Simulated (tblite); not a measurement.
Compound: C₆H₁₃BO₂Si.
SMILES with atom numbers: `[CH3:1][B:2]([CH3:3])[CH2:4][C@@H:5]1[O:6][CH2:7][C:8](=[O:9])[SiH2:10]1` (hydrogens: H11, H12, H13 on C1; H14, H15, H16 on C3; H17, H18 on C4; H19 on C5; H20, H21 on C7; H22, H23 on Si10)

Computed with GFN2-xTB (tblite), gas phase: L-BFGS steps from a force-field or distance-geometry start until the largest atomic force falls under 0.01 eV/Å.

Step 87: E = -830.4588 eV
```
atom  x, y, z in Å  |  force x, y, z in eV/Å
C1     -2.1326   -1.4724   -0.7875    0.007  -0.008   0.004
B2     -1.8061   -0.2263    0.1153   -0.004   0.007   0.012
C3     -2.7394    1.0447    0.0714   -0.009  -0.023   0.006
C4     -0.5024   -0.2201    1.0339   -0.009  -0.007  -0.001
C5      0.6822    0.3647    0.2504   -0.026  -0.038   0.024
O6      0.9428   -0.4906   -0.8728   -0.055   0.018   0.005
C7      2.0713   -0.0667   -1.5768   -0.008   0.017   0.021
C8      3.2151    0.2085   -0.6137    0.049   0.006   0.076
O9      4.3668    0.3284   -0.9456   -0.023  -0.003   0.008
Si10    2.3940    0.3938    1.1261   -0.012   0.015  -0.012
H11    -2.6124   -1.2041   -1.7269   -0.001   0.002   0.016
H12    -1.2550   -2.0727   -1.0105    0.009   0.003  -0.006
H13    -2.8358   -2.1228   -0.2646    0.016   0.007   0.016
H14    -3.7617    0.8123   -0.2175   -0.009   0.003  -0.024
H15    -2.7751    1.6048    1.0035    0.046   0.010  -0.014
H16    -2.3541    1.7238   -0.6906   -0.013   0.020   0.021
H17    -0.6219    0.3861    1.9341    0.007   0.009  -0.015
H18    -0.2191   -1.2249    1.3504    0.002   0.009  -0.010
H19     0.4015    1.3637   -0.1327    0.019  -0.065   0.032
H20     1.8699    0.8795   -2.1076    0.016   0.026  -0.062
H21     2.3187   -0.8368   -2.3090    0.027  -0.002  -0.001
H22     2.7330    1.6492    1.7933   -0.009  -0.031  -0.047
H23     2.6156   -0.7949    1.9469   -0.019   0.022  -0.046
```

Step 88: E = -830.4603 eV
```
atom  x, y, z in Å  |  force x, y, z in eV/Å
C1     -2.1505   -1.4770   -0.7829    0.009   0.009   0.007
B2     -1.8119   -0.2286    0.1124    0.043   0.010  -0.003
C3     -2.7299    1.0530    0.0645    0.000  -0.018   0.006
C4     -0.5038   -0.2310    1.0277   -0.037  -0.005   0.012
C5      0.6841    0.3544    0.2502   -0.045  -0.053  -0.013
O6      0.9529   -0.5028   -0.8688   -0.009  -0.014  -0.034
C7      2.0773   -0.0683   -1.5742    0.024   0.024   0.027
C8      3.2177    0.2269   -0.6094    0.030  -0.010   0.024
O9      4.3668    0.3667   -0.9431   -0.040  -0.004   0.019
Si10    2.3929    0.3960    1.1290   -0.020   0.020  -0.027
H11    -2.6666   -1.2147   -1.7054    0.010  -0.019   0.035
H12    -1.2703   -2.0636   -1.0347   -0.023   0.012   0.002
H13    -2.8241   -2.1363   -0.2319    0.026   0.000  -0.011
H14    -3.7526    0.8371   -0.2353   -0.007  -0.001  -0.020
H15    -2.7648    1.6072    0.9996    0.032   0.018   0.005
H16    -2.3279    1.7341   -0.6871   -0.011   0.011   0.011
H17    -0.6220    0.3732    1.9298    0.006  -0.009  -0.012
H18    -0.2254   -1.2395    1.3396    0.007   0.041  -0.011
H19     0.4035    1.3483   -0.1436    0.003  -0.025   0.057
H20     1.8648    0.8738   -2.1099    0.017   0.001  -0.051
H21     2.3402   -0.8381   -2.3030    0.000   0.022   0.029
H22     2.7200    1.6487    1.8027   -0.003   0.006  -0.031
H23     2.6248   -0.7923    1.9430   -0.013  -0.018  -0.022
```

Step 89: E = -830.4609 eV
```
atom  x, y, z in Å  |  force x, y, z in eV/Å
C1     -2.1530   -1.4781   -0.7813    0.023   0.035   0.015
B2     -1.8127   -0.2286    0.1113    0.049   0.006  -0.006
C3     -2.7298    1.0532    0.0636    0.007  -0.010   0.017
C4     -0.5042   -0.2317    1.0259   -0.038  -0.004   0.015
C5      0.6843    0.3537    0.2503   -0.038  -0.049  -0.023
O6      0.9532   -0.5012   -0.8699    0.001  -0.034  -0.046
C7      2.0792   -0.0676   -1.5735    0.028   0.027   0.022
C8      3.2186    0.2290   -0.6070   -0.002  -0.015  -0.006
O9      4.3668    0.3709   -0.9417   -0.009  -0.001   0.020
Si10    2.3925    0.3963    1.1294   -0.026   0.011  -0.025
H11    -2.6734   -1.2175   -1.7005   -0.010  -0.009   0.001
H12    -1.2741   -2.0632   -1.0372    0.004  -0.002   0.000
H13    -2.8220   -2.1369   -0.2269    0.000  -0.027   0.011
H14    -3.7523    0.8398   -0.2374   -0.016  -0.006  -0.017
H15    -2.7628    1.6061    0.9995    0.022   0.019   0.009
H16    -2.3273    1.7356   -0.6859   -0.001   0.016  -0.002
H17    -0.6218    0.3715    1.9284    0.003  -0.009  -0.006
H18    -0.2269   -1.2411    1.3362    0.010   0.039  -0.006
H19     0.4053    1.3473   -0.1433   -0.008   0.000   0.058
H20     1.8684    0.8733   -2.1126    0.016  -0.006  -0.040
H21     2.3444   -0.8387   -2.3005   -0.005   0.025   0.035
H22     2.7191    1.6483    1.8021    0.001   0.023  -0.018
H23     2.6241   -0.7934    1.9401   -0.009  -0.029  -0.009
```

Step 90: E = -830.4620 eV
```
atom  x, y, z in Å  |  force x, y, z in eV/Å
C1     -2.1677   -1.4811   -0.7762   -0.021   0.012  -0.003
B2     -1.8141   -0.2285    0.1059    0.019   0.005  -0.017
C3     -2.7219    1.0594    0.0572    0.009   0.020   0.014
C4     -0.5062   -0.2400    1.0198   -0.023  -0.005   0.015
C5      0.6847    0.3469    0.2502   -0.014  -0.038  -0.032
O6      0.9604   -0.5066   -0.8690    0.014  -0.044  -0.051
C7      2.0866   -0.0686   -1.5694    0.027   0.023  -0.006
C8      3.2211    0.2440   -0.6016   -0.017  -0.013  -0.051
O9      4.3659    0.4055   -0.9392    0.001  -0.004   0.035
Si10    2.3913    0.3991    1.1319   -0.035  -0.014  -0.010
H11    -2.7213   -1.2293   -1.6798    0.015  -0.021   0.035
H12    -1.2904   -2.0574   -1.0581   -0.007   0.003   0.006
H13    -2.8111   -2.1467   -0.1969    0.032  -0.003  -0.019
H14    -3.7449    0.8592   -0.2531    0.005  -0.013   0.000
H15    -2.7537    1.6052    0.9977    0.005   0.020  -0.001
H16    -2.3087    1.7453   -0.6837    0.001   0.007   0.004
H17    -0.6217    0.3564    1.9268   -0.006   0.000   0.002
H18    -0.2329   -1.2521    1.3223    0.023   0.024   0.003
H19     0.4083    1.3396   -0.1454   -0.030   0.022   0.054
H20     1.8716    0.8660   -2.1190    0.015  -0.019  -0.021
H21     2.3620   -0.8433   -2.2897   -0.009   0.033   0.043
H22     2.7098    1.6508    1.8067    0.002   0.033  -0.004
H23     2.6281   -0.7967    1.9318   -0.006  -0.025   0.003
```

**Question.** Estimate the geometry and energy of step 91. (The exact step hangs on the optimiser's Hessian estimate; all steps are aligned on step 90, rigid shifts and turns removed.)

**Answer.** E = -830.4626 eV, largest force 0.068 eV/Å
```
atom  x, y, z in Å  |  force x, y, z in eV/Å
C1     -2.1666   -1.4810   -0.7750    0.014   0.011   0.007
B2     -1.8131   -0.2278    0.1050   -0.011   0.008  -0.010
C3     -2.7229    1.0587    0.0574    0.006   0.029   0.002
C4     -0.5077   -0.2395    1.0198    0.002  -0.004   0.007
C5      0.6834    0.3468    0.2503    0.003  -0.016  -0.025
O6      0.9582   -0.5028   -0.8722    0.009  -0.026  -0.039
C7      2.0879   -0.0674   -1.5688   -0.004   0.009  -0.028
C8      3.2206    0.2430   -0.6005   -0.054  -0.006  -0.033
O9      4.3647    0.4048   -0.9382    0.064   0.003   0.024
Si10    2.3901    0.3990    1.1316   -0.029  -0.030   0.008
H11    -2.7190   -1.2298   -1.6769   -0.023  -0.002  -0.027
H12    -1.2912   -2.0586   -1.0576    0.021  -0.001   0.004
H13    -2.8090   -2.1464   -0.1975    0.000  -0.026   0.016
H14    -3.7466    0.8590   -0.2529    0.020  -0.015   0.013
H15    -2.7524    1.6038    0.9984   -0.004   0.020  -0.006
H16    -2.3112    1.7455   -0.6839    0.003   0.005   0.008
H17    -0.6218    0.3553    1.9275   -0.011   0.011   0.007
H18    -0.2350   -1.2514    1.3206    0.030  -0.004   0.013
H19     0.4088    1.3422   -0.1395   -0.037   0.020   0.037
H20     1.8778    0.8651   -2.1237    0.007  -0.014  -0.008
H21     2.3628   -0.8444   -2.2857    0.001   0.014   0.024
H22     2.7115    1.6525    1.8024   -0.002   0.023   0.000
H23     2.6261   -0.7997    1.9284   -0.005  -0.012   0.005
```

The energy changes by -0.0006 eV. The first-order estimate −F·Δx gives -0.0011 eV and the mean of the old and new forces, exact on a quadratic surface, -0.0006 eV. The step makes an angle of 67° with the force vector and moves no atom by more than 0.008 Å.

What follows is the cost of the whole relaxation. The run took 3.7 s wall on Arm Neoverse N1, one thread, shared host with 64 logical CPUs at a one-minute load of 58.
